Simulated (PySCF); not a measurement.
C₃H₇BFN, SMILES CB(N)/C=C\F.

Geometry: ωB97X-D3(BJ)/def2-SVP. The structure was generated by enumeration; whether it is a known compound was not checked. Other conformers were not sampled.

Two levels are set side by side: TDA-PBE/def2-SVPD (PySCF) and TDA-CAM-B3LYP/def2-SVPD (PySCF). Vertical, same geometry. The lowest singlet is HOMO→LUMO 59 %, HOMO−1→LUMO 34 % with PBE and HOMO→LUMO 92 % with the other functional; states are paired by order. Differences are taken from unrounded values.

```
quantity                               TDA-CAM-B3LYP
-------------------------------------  -------------
lowest singlet excitation (eV)                  6.69
lowest triplet excitation (TDA) (eV)            3.95
first bright state (f over 0.05) (eV)           6.69
its oscillator strength                         0.34
```

Problem. What does TDA-PBE give, and how far is it from TDA-CAM-B3LYP? (The exact figures need the calculation; the answer reports its results.)

Solution. 
```
quantity                               TDA-PBE  TDA-PBE minus TDA-CAM-B3LYP
-------------------------------------  -------  ---------------------------
lowest singlet excitation (eV)            5.85                        -0.84
lowest triplet excitation (TDA) (eV)      3.93                        -0.03
first bright state (f over 0.05) (eV)     5.85                        -0.84
its oscillator strength                   0.14                        -0.19
```

A lower first singlet is the usual sign of a functional without exact exchange. Differences between two approximate levels are no errors against the true value.

Rough cost on one machine, each run with all the roots and properties that it gave: TDA-CAM-B3LYP against TDA-PBE about 5 times.
